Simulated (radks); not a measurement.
The numbers below are computed, except where a source is named.
Problem. These are the eigenvalues of the occupied orbitals of an atom or ion with whole-number occupations (hartree). Level of theory: non-relativistic Kohn-Sham, r2SCAN, spin-polarised, spherical densities, point nucleus; meta-GGA in the generalised Kohn-Sham scheme (a radial shooting solver on a logarithmic mesh with Libxc functionals).

| orbital | eigenvalue |
|---|---|
| 1s | -512.0691 |
| 2s | -66.89595 |
| 2p | -60.43082 |
| 3s | -9.57965 |
| 3p | -7.25623 |
| 3d | -3.11652 |
| 4s | -0.84756 |
| 4p | -0.35582 |

Which element is it, and in what charge state? The configuration may be excited. Open shells, if any, are filled with parallel spins first.

Solution. Z = 36, krypton, charge 0: Kr in [Kr]. The list shows which subshells hold electrons but not how many an open one holds; the 1s level, -512.07 hartree, gives Z - s = 32.0 by -(Z - s)^2/2, which with screening narrows Z to a few neighbours, and the depths of the outer levels then fix element, charge and occupations together.
